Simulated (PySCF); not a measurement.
# Computed records: CH7BGeSi, BGeH7OSi, BGeH6NSi

All values are calculated (PySCF 2.14.0). Calculation on a computer-drawn molecule: optimised geometry and harmonic frequencies of an isolated molecule of the commonest isotopes, restricted reference for singlets and unrestricted otherwise, frozen core in MP2; on germanium a core potential holds 10 electrons, which the energies leave out, and 3d is frozen in MP2 and coupled-cluster steps.

Common to all runs: charge 0; multiplicity 1; method HF; basis cc-pV(D+d)Z; basis and core potential on germanium cc-pVDZ-PP ECP10MDF.

(1) CH7BGeSi

Start structure:
```xyz
11
CH7BGeSi
B     -0.2879    -2.4988     0.8711
Si    -0.5260    -0.7097     1.8468
C     -0.5592     0.6219     0.5729
Ge     0.2033     0.4707    -1.0516
H      0.7462    -2.9104     0.6098
H     -1.2118    -3.1010     0.4647
H     -1.7758    -0.6650     2.5745
H      0.5226    -0.5026     2.8640
H     -0.5765     1.6520     1.1371
H      0.0693    -0.7602    -1.8141
H      0.1127     1.6515    -2.0410
```

| Property | Result |
| --- | --- |
| rotational constants | 7.797, 1.552, 1.313 GHz |
| total energy | -648.8463 hartree |
| convergence status largest gradient component | 6.897e-06 hartree/bohr |

Drawn bonds:
```tsv
atom	other atom	order
1	2	1
2	3	1
3	4	2
1	5	1
1	6	1
2	7	1
2	8	1
3	9	1
4	10	1
4	11	1
```

Optimised structure:
```xyz
11
CH7BGeSi
B     -0.3348    -2.6025     0.9616
Si    -0.5878    -0.7411     1.7545
C     -0.3497     0.6872     0.5870
Ge     0.0692     0.6435    -1.1290
H     -0.0492    -2.8318    -0.1820
H     -0.4793    -3.5542     1.6815
H     -1.9561    -0.6930     2.3458
H      0.3505    -0.6187     2.9072
H     -0.4804     1.6886     0.9923
H      0.3021    -0.6327    -1.9180
H      0.2325     1.9031    -1.9668
```

Modes:
```tsv
frequency (cm⁻¹)	reduced mass (dalton)
81.23	1.302
90.25	1.357
129.4	3.885
252.6	3.069
293.2	1.237
460	1.266
518.9	1.703
537.8	1.076
617	1.91
644.9	1.921
741.2	2.018
750.4	1.04
834.9	1.166
925.6	1.313
941.9	1.15
982.3	1.357
988.6	1.549
1029	1.066
1234	1.939
1272	1.157
2239	1.049
2257	1.029
2269	1.022
2291	1.018
2668	1.055
2739	1.123
3297	1.086
```

(2) BGeH7OSi

Start structure:
```xyz
11
BGeH7OSi
B     -1.0324    -2.7923     0.1615
Si    -1.7966    -1.2223    -0.6969
Ge    -0.8419     0.7080     0.4466
O      0.1162    -0.1555     1.7094
H     -1.5702    -3.2551     1.1094
H      0.0447    -3.1784    -0.1144
H     -3.1744    -0.9040    -0.7238
H     -1.3975    -0.9657    -2.1338
H      0.1470     1.6622    -0.1954
H     -1.7152     1.6304     1.2542
H      0.6093     0.4111     2.3184
```

| Item | Value |
| --- | --- |
| rotational constants | 5.199, 2.35, 1.708 GHz |
| total energy | -685.9236 hartree |
| convergence status largest gradient component | 4.235e-05 hartree/bohr |

Drawn bonds:
```tsv
atom	other atom	order
1	2	1
2	3	1
3	4	1
1	5	1
1	6	1
2	7	1
2	8	1
3	9	1
3	10	1
4	11	1
```

Optimised structure:
```xyz
11
BGeH7OSi
B     -0.9788    -2.6503     0.2442
Si    -1.7856    -1.0809    -0.7717
Ge    -0.8208     0.7288     0.4867
O      0.1064    -0.2696     1.6682
H     -1.5477    -3.1283     1.1838
H      0.0776    -3.1117    -0.0813
H     -3.2666    -1.0085    -0.7139
H     -1.3706    -0.9910    -2.1935
H      0.1626     1.6361    -0.2670
H     -1.8019     1.6207     1.2613
H      0.6145     0.1932     2.3185
```

Modes:
```tsv
frequency (cm⁻¹)	reduced mass (dalton)
48.35	3.097
77.43	4.24
213	5.127
218.2	1.066
275	1.031
367.9	9.246
408.8	1.047
464.5	1.056
638	1.183
647.2	4.102
698.4	8.948
721.9	1.076
762.1	1.156
813.4	1.052
822.1	1.217
942.7	1.162
966.4	1.062
983.7	1.253
1031	1.057
1256	1.143
2196	1.024
2211	1.016
2295	1.051
2298	1.03
2689	1.052
2774	1.127
4155	1.067
```

(3) BGeH6NSi

Start structure:
```xyz
10
BGeH6NSi
B     -1.5519     2.1263    -0.4113
Si    -0.1568     1.0146     0.1266
Ge    -0.6827    -1.1465    -0.8993
N      0.0745    -2.6292    -0.9921
H     -1.5964     2.7478    -1.4457
H     -2.6698     2.2599     0.1903
H     -0.0416     0.6607     1.5530
H      1.1643     1.2678    -0.3471
H     -2.0085    -1.2619    -1.7588
H      0.9143    -2.9005    -0.4376
```

| Property | Result |
| --- | --- |
| rotational constants | 8.297, 1.696, 1.657 GHz |
| total energy | -664.8480 hartree |
| convergence status largest gradient component | 7.572e-06 hartree/bohr |

Drawn bonds:
```tsv
atom	other atom	order
1	2	1
2	3	1
3	4	2
1	5	1
1	6	1
2	7	1
2	8	1
3	9	1
4	10	1
```

Optimised structure:
```xyz
10
BGeH6NSi
B     -1.3900     2.1409    -0.7311
Si    -0.2965     0.8171     0.3573
Ge    -0.8112    -1.3862    -0.5025
N      0.0950    -2.3624    -1.5409
H     -0.9218     2.6994    -1.6817
H     -2.5425     2.3358    -0.4662
H     -0.6727     0.8083     1.7921
H      1.1684     0.9975     0.2330
H     -2.1607    -1.9666    -0.0781
H      0.9774    -1.9449    -1.8039
```

Modes:
```tsv
frequency (cm⁻¹)	reduced mass (dalton)
31.71	3.116
122.2	2.251
126.2	1.375
161.3	2.945
341.9	3.791
353.9	1.681
446.4	1.089
580.5	1.119
650.2	4.546
723.7	1.104
782.6	1.1
828.4	1.154
833.7	1.083
948.5	2.418
971.4	1.911
1004	1.274
1021	1.072
1258	1.142
2232	1.02
2300	1.038
2312	1.043
2687	1.052
2773	1.126
3727	1.076
```

(4) BGeH7OSi

Start structure:
```xyz
11
BGeH7OSi
B     -2.0640    -1.3271    -0.4714
Si    -1.0897     0.2391     0.0722
O     -1.7317     1.1812     1.2297
Ge     0.9436    -0.6351     1.1218
H     -1.8325    -1.8562    -1.4525
H     -2.8795    -1.8097     0.2372
H     -0.6319     1.2831    -0.7924
H     -2.2307     0.8832     1.9490
H      1.9157    -1.2902     0.1635
H      0.6870    -1.7222     2.1582
H      1.8283     0.2821     1.8451
```

| Quantity | Value |
| --- | --- |
| rotational constants | 5.283, 1.773, 1.451 GHz |
| total energy | -685.9423 hartree |
| convergence status largest gradient component | 3.951e-05 hartree/bohr |

Drawn bonds:
```tsv
atom	other atom	order
1	2	1
2	3	1
2	4	1
1	5	1
1	6	1
2	7	1
3	8	1
4	9	1
4	10	1
4	11	1
```

Optimised structure:
```xyz
11
BGeH7OSi
B     -2.0929    -1.2984    -0.5140
Si    -1.0045     0.2486     0.2181
O     -1.8021     1.1779     1.3451
Ge     1.0330    -0.6551     1.1600
H     -1.7279    -1.8706    -1.5043
H     -3.0768    -1.7162     0.0341
H     -0.6258     1.1894    -0.8592
H     -2.2686     0.7441     2.0434
H      1.8209    -1.4576     0.1148
H      0.7240    -1.6007     2.3331
H      1.9350     0.4668     1.6891
```

Modes:
```tsv
frequency (cm⁻¹)	reduced mass (dalton)
78	1.065
120.3	2.841
157.3	1.814
175	1.283
197.4	1.791
251	1.838
352.8	4.942
455.2	1.121
499.7	1.249
617	1.823
678.8	2.099
755.2	1.135
832.2	1.667
876.4	1.184
909.5	2.05
939.6	1.134
965.6	1.037
969.6	1.046
978.7	1.317
1262	1.156
2187	1.022
2202	1.022
2213	1.014
2312	1.041
2669	1.054
2746	1.124
4175	1.067
```

(5) CH7BGeSi

Start structure:
```xyz
11
CH7BGeSi
B     -1.3298    -1.3194    -1.3015
Si     0.2294    -1.3297    -0.1476
C      0.8983     0.1663     0.5849
Ge     0.2346     1.9528     0.2250
H     -1.8997    -0.3168    -1.5672
H     -1.7904    -2.3217    -1.7955
H      0.9056    -2.5083     0.2611
H      1.7225     0.1499     1.1676
H      0.3392     2.3436    -1.1844
H      1.0321     2.9034     1.0038
H     -1.1587     2.1476     0.6116
```

| Item | Value |
| --- | --- |
| rotational constants | 8.074, 1.48, 1.27 GHz |
| total energy | -648.8487 hartree |
| convergence status largest gradient component | 5.453e-06 hartree/bohr |

Drawn bonds:
```tsv
atom	other atom	order
1	2	1
2	3	2
3	4	1
1	5	1
1	6	1
2	7	1
3	8	1
4	9	1
4	10	1
4	11	1
```

Optimised structure:
```xyz
11
CH7BGeSi
B     -1.5373    -1.3900    -1.0760
Si     0.2606    -1.2613    -0.1712
C      0.9854     0.2020     0.3342
Ge     0.3040     2.0128     0.1766
H     -2.1811    -0.4077    -1.2977
H     -1.9799    -2.4551    -1.4014
H      0.9963    -2.5219     0.0679
H      1.9617     0.1344     0.8117
H      1.2699     2.8759    -0.6484
H      0.1719     2.6555     1.5651
H     -1.0683     2.0231    -0.5030
```

Modes:
```tsv
frequency (cm⁻¹)	reduced mass (dalton)
100.3	1.088
127.7	3.963
156.7	1.018
191.3	3.337
255.9	3.461
483.6	1.081
517.5	2.494
623.6	1.304
656	2.594
659.7	1.113
744.4	1.851
788.6	1.241
896.4	1.146
926.8	1.066
953.8	1.215
965	1.09
972.4	1.024
1024	1.541
1246	2.641
1261	1.149
2190	1.023
2208	1.021
2234	1.014
2326	1.042
2696	1.054
2787	1.125
3291	1.086
```
